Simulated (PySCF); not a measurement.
CH8Cl2N2Si2, singlet, at a GFN2-xTB geometry; CASSCF(4,6)/STO-3G (PySCF).

Input for PySCF:
```python
from pyscf import gto, scf, mcscf
import numpy

mol = gto.Mole()
mol.atom = '''
    Si    0.94930196   -0.62070765   -0.22743825
    Cl    0.63491230   -1.53536040    1.52956774
    Cl    2.51169897    0.64485585   -0.07901193
    N    -0.47131871    0.25552339   -0.63478612
    C    -0.38744251    1.08885485   -1.82388728
    Si   -1.96369228    0.22096520    0.30676740
    N    -3.25142476    1.08137201   -0.42909507
    H     1.27707831   -1.61825588   -1.23902589
    H    -0.16636606    0.48430445   -2.70596903
    H     0.39971212    1.83828644   -1.72076407
    H    -1.33294070    1.59967798   -1.98399855
    H    -1.73197078    0.89167292    1.58230478
    H    -2.39764105   -1.17091536    0.36659240
    H    -3.27063187    2.08643203   -0.41189042
    H    -3.68430758    0.73237192   -1.26681436
'''
mol.basis = 'sto-3g'
mol.verbose = 4
mol.build()

mf = scf.RHF(mol)
mf.kernel()
mc = mcscf.CASSCF(mf, 6, 4)
mc.fix_spin_(ss=0.0)
mc.kernel()
occ = numpy.linalg.eigvalsh(mc.fcisolver.make_rdm1(mc.ci, mc.ncas, mc.nelecas))[::-1]
ss = mc.fcisolver.spin_square(mc.ci, mc.ncas, mc.nelecas)[0]
print('natural occupations', occ.round(4), ' <S^2>', round(ss, 4))
```

Task: Predict the main parts of the log of this PySCF run.

Result: 
```
PySCF version 2.14.0

[INPUT] verbose = 4
[INPUT] num. atoms = 15
[INPUT] num. electrons = 90
[INPUT] charge = 0
[INPUT] spin (= nelec alpha-beta = 2S) = 0
[INPUT] symmetry False subgroup None
[INPUT] Mole.unit = angstrom
[INPUT] Symbol           X                Y                Z      unit          X                Y                Z       unit  Magmom
[...]
nuclear repulsion = 651.651425428177
number of shells = 37
number of NR pGTOs = 177
number of NR cGTOs = 59
basis = sto-3g
ecp = {}

******** <class 'pyscf.scf.hf.RHF'> ********
method = RHF
initial guess = minao
damping factor = 0
level_shift factor = 0
DIIS = <class 'pyscf.scf.diis.CDIIS'>
diis_start_cycle = 1
diis_space = 8
diis_damp = 0
SCF conv_tol = 1e-09
SCF conv_tol_grad = None
SCF max_cycles = 50
direct_scf = True
direct_scf_tol = 1e-13
Set gradient conv threshold to 3.16228e-05
Initial guess from minao.
init E= -1630.22257335005
[...]
cycle= 1 E= -1629.98101062189  delta_E= 0.242  |g|= 0.505  |ddm|= 4.64
[...]
cycle= 2 E= -1630.07805078046  delta_E= -0.097  |g|= 0.14  |ddm|= 1.01
[...]
cycle= 3 E= -1630.08504910243  delta_E= -0.007  |g|= 0.0323  |ddm|= 0.248
[...]
cycle= 4 E= -1630.08562476115  delta_E= -0.000576  |g|= 0.00822  |ddm|= 0.081
[...]
cycle= 5 E= -1630.08566473981  delta_E= -4e-05  |g|= 0.00165  |ddm|= 0.0227
[...]
cycle= 6 E= -1630.08566682353  delta_E= -2.08e-06  |g|= 0.000374  |ddm|= 0.00556
[...]
cycle= 7 E= -1630.08566693691  delta_E= -1.13e-07  |g|= 8.42e-05  |ddm|= 0.00138
[...]
cycle= 8 E= -1630.08566694355  delta_E= -6.63e-09  |g|= 2.27e-05  |ddm|= 0.000331
[...]
cycle= 9 E= -1630.08566694405  delta_E= -5.04e-10  |g|= 3.36e-06  |ddm|= 0.000101
[...]
Extra cycle  E= -1630.08566694406  delta_E= -7.73e-12  |g|= 1.45e-06  |ddm|= 8.32e-06
converged SCF energy = -1630.08566694406

******** <class 'pyscf.mcscf.mc1step.CASSCF'> ********
CAS (2e+2e, 6o), ncore = 43, nvir = 10
max_cycle_macro = 50
max_cycle_micro = 4
conv_tol = 1e-07
conv_tol_grad = None
orbital rotation max_stepsize = 0.02
orbital rotation threshold for CI restart = 0.01
augmented hessian ah_max_cycle = 30
augmented hessian ah_conv_tol = 1e-12
augmented hessian ah_linear dependence = 1e-14
augmented hessian ah_level shift = 1e-08
augmented hessian ah_start_tol = 2.5
augmented hessian ah_start_cycle = 3
augmented hessian ah_grad_trust_region = 3
kf_trust_region = 3
kf_interval = 4
ci_response_space = 4
ci_grad_trust_region = 3
with_dep4 0
natorb = False
canonicalization = True
sorting_mo_energy = False
[...]
CASCI E = -1630.08721171451  S^2 = 0.0000000
[...]
               |grad[o]|=0.000941  |grad[c]|=0.00398  |ddm|=0.00169  |maxRot[o]|=0.0141
macro iter  17 ( 20 JK    4 micro), CASSCF E = -1630.11681954132  dE = -7.26296885e-05  S^2 = 0.0000000
               |grad[o]|=0.00125  |grad[c]|=0.00084  |ddm|=0.000522  |maxRot[o]|=0.0202
macro iter  18 ( 14 JK    4 micro), CASSCF E = -1630.11682849052  dE = -8.94919299e-06  S^2 = 0.0000000
               |grad[o]|=0.000495  |grad[c]|=0.00243  |ddm|=0.00106  |maxRot[o]|=0.0134
macro iter  19 ( 12 JK    4 micro), CASSCF E = -1630.11683812378  dE = -9.63326011e-06  S^2 = 0.0000000
               |grad[o]|=0.000485  |grad[c]|=0.000778  |ddm|=0.000453  |maxRot[o]|=0.00789
macro iter  20 (  3 JK    1 micro), CASSCF E = -1630.11684407850  dE = -5.95472534e-06  S^2 = 0.0000000
               |grad[o]|=0.000334  |grad[c]|=0.00118  |ddm|=0.000213  |maxRot[o]|=0.00885
macro iter  21 (  3 JK    1 micro), CASSCF E = -1630.11684491552  dE = -8.37015705e-07  S^2 = 0.0000000
               |grad[o]|=0.000125  |grad[c]|=0.000836  |ddm|=0.000158  |maxRot[o]|=0.00234
macro iter  22 (  3 JK    1 micro), CASSCF E = -1630.11684541776  dE = -5.02237754e-07  S^2 = 0.0000000
               |grad[o]|=9.65e-05  |grad[c]|=0.000648  |ddm|=0.000106  |maxRot[o]|=0.0017
macro iter  23 (  5 JK    1 micro), CASSCF E = -1630.11684573439  dE = -3.16635806e-07  S^2 = 0.0000000
               |grad[o]|=7.83e-05  |grad[c]|=0.000512  |ddm|=8.77e-05  |maxRot[o]|=0.00197
macro iter  24 (  3 JK    1 micro), CASSCF E = -1630.11684592338  dE = -1.88991862e-07  S^2 = 0.0000000
               |grad[o]|=6.08e-05  |grad[c]|=0.000399  |ddm|=4.68e-05  |maxRot[o]|=0.00109
macro iter  25 (  3 JK    1 micro), CASSCF E = -1630.11684603985  dE = -1.16462843e-07  S^2 = 0.0000000
               |grad[o]|=4.55e-05  |grad[c]|=0.00032  |ddm|=4.44e-05  |maxRot[o]|=0.000812
macro iter  26 (  3 JK    1 micro), CASSCF E = -1630.11684611510  dE = -7.52531832e-08  S^2 = 0.0000000
               |grad[o]|=3.67e-05  |grad[c]|=0.000258  |ddm|=4.02e-05  |maxRot[o]|=0.000701
1-step CASSCF converged in  26 macro (369 JK  81 micro) steps
CASSCF canonicalization
Density matrix diagonal elements [1.98337129 1.97911196 0.01761744 0.00355242 0.01398693 0.00235997]
CASSCF energy = -1630.11684611510
CASCI E = -1630.11684611510  E(CI) = -5.14893077656484  S^2 = 0.0000000
natural occupations [1.9835e+00 1.9797e+00 1.8200e-02 1.5800e-02 2.1000e-03 7.0000e-04]  <S^2> 0.0
```
